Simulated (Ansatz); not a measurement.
Abridged output of a molecular run in Ansatz:

```
Functional definition: HF
879 factors; integrals over basis functions are off by at most 1.4e-3 eV
mean field evaluation 1: about -70073.5688 eV, gradient 1.6e1 eV
mean field evaluation 2: about -70073.6021 eV, gradient 1.6e1 eV
mean field evaluation 4: about -70074.5329 eV, gradient 2.2e0 eV
mean field evaluation 8: about -70074.5408 eV, gradient 2.6e-4 eV
mean field -70074.54080409 eV, -2575.1918763208 hartree, gradient 1.8e-6 eV, S^2 0.000000; 0 other end points of the search recorded, 0 dependent functions left out
15 core orbitals not correlated: weight in the atoms' cores, before any rotation towards them, 1.000 or more for the frozen orbitals, at most 0.000 for the correlated occupied ones
reference -70074.54080409 eV, -2575.1918763208 hartree; 15, 15 occupied and 59, 59 virtual orbitals, 879 factors
second order -14.03385427 eV of doubles, -0.00000000 eV of singles
cycle   1  -14.48831295 eV  change   -4.5e-1 eV  update   8.5e-2
cycle   2  -14.94498971 eV  change   -4.6e-1 eV  update   2.6e-2
cycle   3  -15.00015707 eV  change   -5.5e-2 eV  update   1.0e-2
cycle   4  -14.99910305 eV  change    1.1e-3 eV  update   2.5e-3
cycle   5  -14.99907742 eV  change    2.6e-5 eV  update   6.8e-4
cycle   6  -14.99887664 eV  change    2.0e-4 eV  update   2.2e-4
cycle   7  -14.99883101 eV  change    4.6e-5 eV  update   6.5e-5
cycle   8  -14.99884348 eV  change   -1.2e-5 eV  update   2.2e-5
perturbative correction -0.39610771 eV, -0.0145566897 hartree
Total energy: -70089.93575528 eV, -2575.7576303417 hartree
```

Its atoms:

Cartesian coordinates in Å:
```
Cl -0.217 2.214 -0.434
C 0.406 0.569 -0.710
Ge -0.315 -0.678 0.628
H 0.118 0.272 -1.718
H 1.493 0.615 -0.656
H 0.111 -0.211 2.025
H -1.845 -0.697 0.517
H 0.248 -2.084 0.349
```

(1) Which basis set was used?
A. def2-QZVPP
B. cc-pV(Q+d)Z
C. def2-SVP
D. def2-TZVPPD

(2) Write the keys of the input that set method, charge and spin (a neutral closed shell needs none for the last two).

## Answers

(1) C. It gives 89 functions.

(2) 
```yaml
correlation: {method: ccsd_t}
```
